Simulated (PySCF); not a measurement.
**PBE on Pd (palladium, neutral)**

Configuration: [Kr] 4d9 5p1, one real determinant (an excited configuration). Calculation: PySCF 2.14, in x2c-QZVPPall (13s8p7d4f2g, 118 functions); the spin-free X2C one-electron Hamiltonian (Gaussian nucleus).

```json
{
 "Total energy": "-5044.78 hartree",
 "One-electron energy": "-6952.72 hartree",
 "Hartree (Coulomb) energy": "2052.76 hartree",
 "Exchange-correlation energy": "-144.82 hartree",
 "⟨S²⟩": "2.0005",
 "⟨L²⟩": "8.028",
 "Sum of ⟨r⟩": "33.64 bohr",
 "Sum of ⟨r²⟩": "60.85 bohr²",
 "Traceless quadrupole moment −½Σ⟨3z² − r²⟩ along its main axis": "-9.29 e·bohr²",
 "Langevin diamagnetic susceptibility": "-48.2 ×10⁻⁶ cm³/mol"
}
```

| shell | electrons | mean orbital energy (hartree) | spread (hartree) | rms radius, mean of both spins (bohr) |
| --- | --- | --- | --- | --- |
| 1s α | 1 | -886.79790 | 0 | 0.0365 |
| 1s β | 1 | -886.79770 | 0 | 0.0365 |
| 2s α | 1 | -129.66389 | 0 | 0.150 |
| 2s β | 1 | -129.65800 | 0 | 0.150 |
| 2p α | 3 | -116.31969 | 0.01091 | 0.133 |
| 2p β | 3 | -116.31512 | 0.00597 | 0.133 |
| 3s α | 1 | -23.53582 | 0 | 0.406 |
| 3s β | 1 | -23.53261 | 0 | 0.406 |
| 3p α | 3 | -19.14300 | 0.02005 | 0.408 |
| 3p β | 3 | -19.13932 | 0.01621 | 0.408 |
| 3d α | 5 | -12.14555 | 0.02430 | 0.391 |
| 3d β | 5 | -12.13999 | 0.01351 | 0.391 |
| 4s α | 1 | -3.32963 | 0 | 1.01 |
| 4s β | 1 | -3.30256 | 0 | 1.01 |
| 4p α | 3 | -2.07492 | 0.04277 | 1.11 |
| 4p β | 3 | -2.04661 | 0.00966 | 1.11 |
| 4d α | 5 | -0.31805 | 0.04777 | 1.65 |
| 4d β | 4 | -0.29233 | 0.01176 | 1.65 |
| 5p α | 1 | -0.07778 | 0 | 4.89 |

⟨L²⟩ = 8.03 against 12 for a pure F term, so this real determinant mixes terms.

Densities and radii are taken from the X2C orbitals without a picture-change correction, which distorts them close to the nucleus.
